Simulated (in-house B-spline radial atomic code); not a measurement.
# Ionising Se with different functionals

Computed with an all-electron radial atomic-structure program (B-spline basis): scalar-relativistic (spin-free X2C) Hamiltonian, Fermi nucleus of rms radius 4.14 fm, spin-polarised at highest spin, spherical fractional occupations for the functionals, and exact exchange of hybrids averaged over the configuration. The ionisation energy is the difference of two self-consistent energies, [Ar] 3d10 4s2 4p4 → [Ar] 3d10 4s2 4p3, without Breit or QED terms; ε is the level of the shell that loses the electron (its least bound occupied spin orbital). There is no spin-orbit coupling in this Hamiltonian.

| method | rung | ΔSCF (eV) | -ε(4p) (eV) |
| --- | --- | --- | --- |
| PBE0 | global hybrid | 9.51 | 6.75 |
| B3LYP | global hybrid | 9.78 | 6.67 |
| TPSSh | global hybrid | 9.45 | 6.04 |
| BHandHLYP | global hybrid | 9.62 | 7.88 |
| r2SCAN0 | global hybrid | 9.36 | 6.74 |
| B97-1 | global hybrid | 9.62 | 6.53 |
| HSE06 | range-separated hybrid | 9.59 | 6.38 |
| wB97X | range-separated hybrid | 9.93 | 9.27 |
| CAM-B3LYP | range-separated hybrid | 9.83 | 8.28 |
| LC-wPBE | range-separated hybrid | 9.66 | 9.58 |

Problem. Among the functionals, which spreads more, the ΔSCF values or the orbital energies?

Solution. The orbital energies: ΔSCF values span about 0.57 eV and the orbital energies 3.54 eV; here energy differences depend much less on the functional than eigenvalues do.

Problem. How do they compare with the NIST value?

Solution. NIST lists 9.752 eV (measured, ground level to ground level). Errors run from -0.39 to +0.17 eV; B3LYP is closest (+0.03 eV), but part of that can be cancellation, since the calculations leave out spin-orbit coupling, Breit-QED terms, multiplet and fine-structure energies.
